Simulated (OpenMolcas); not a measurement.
3s² 3p² along the 14-electron sequence

| Item | Value |
| --- | --- |
| Program | OpenMolcas 26.06 |
| Method | CASSCF |
| Basis | ANO-RCC-VTZP |
| Scalar Hamiltonian | DKH2, point nucleus |
| Spin-orbit coupling | RASSI with atomic mean-field integrals over the reference wave functions, term energies averaged over their components |

Active space for each ion: 4 electrons in 4 orbitals (3s 3p).

Computed levels in cm-1 above ³P₀:

```tsv
Level	Si	P+	S2+	Cl3+	Ar4+
³P₁	66.8	144	266	450	698
³P₂	195	414	749	1241	1878
¹D₂	8848	11677	14267	16817	19479
¹S₀	15569	20875	25842	30703	35737
weight of ³P in the lowest level (%)	100	100	100	100	100
```

Measured, with the error of the calculation in %. Measured levels: Si, P+ from NIST Handbook of Basic Atomic Spectroscopic Data; S2+ from NIST levels in Podobedova, Kelleher and Wiese, J. Phys. Chem. Ref. Data 38, 171 (2009); Cl3+ from Moore, Atomic Energy Levels, vol. I, NSRDS-NBS 35 (1971 reprint of NBS Circular 467, 1949); Ar4+ from Saloman, J. Phys. Chem. Ref. Data 39, 033101 (2010).

```
Level            Si            P+            S2+           Cl3+           Ar4+
  ³P₁  77.1 (-13.4)   165 (-12.6)    299 (-11.1)     491 (-8.3)     763 (-8.5)
  ³P₂   223 (-12.7)   469 (-11.7)    833 (-10.1)    1341 (-7.5)    2029 (-7.4)
  ¹D₂  6299 (+40.5)  8882 (+31.5)  11323 (+26.0)  13766 (+22.2)  16299 (+19.5)
  ¹S₀  15394 (+1.1)  21576 (-3.2)   27161 (-4.9)   32550 (-5.7)   37912 (-5.7)
```

The fine-structure level ³P₂ changes by a factor of 9.63 from Si to Ar4+. Its fourth root runs 3.74, 4.51, 5.23, 5.94, 6.58, with steps per unit of Z of 0.77, 0.72, 0.70, 0.65; equal steps would mean a (Z - σ)^4 law with constant σ.

¹D₂ changes by a factor of 2.2 over the same range, with steps per unit of Z of +2830, +2590, +2550, +2660 cm-1.

Without dynamic correlation excited terms often stand tens of per cent too high (terms of higher spin than the ground term too low), and those without a measured partner can miss by more than the paired ones (holds for Si; P+). Computed and measured levels are paired by configuration, term and J; levels that our copy of the source lacks, or whose pairing is in doubt (as where it misses far off the trend of its configuration), stay unpaired and out of the deviations. Only configurations of the active space appear.
